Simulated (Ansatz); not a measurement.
Harmonic frequencies (cm⁻¹) at PBE0-D4/def2-TZVP from Ansatz: 180, 372, 629, 755, 883, 2166.

(1) Which molecule is it?
A. `F[SiH]I`•
B. `[O][SiH](Cl)Cl`•
C. `[O][SnH]([F])[Cl]`•
D. `[SbH2]`•

Results:

(1) A.
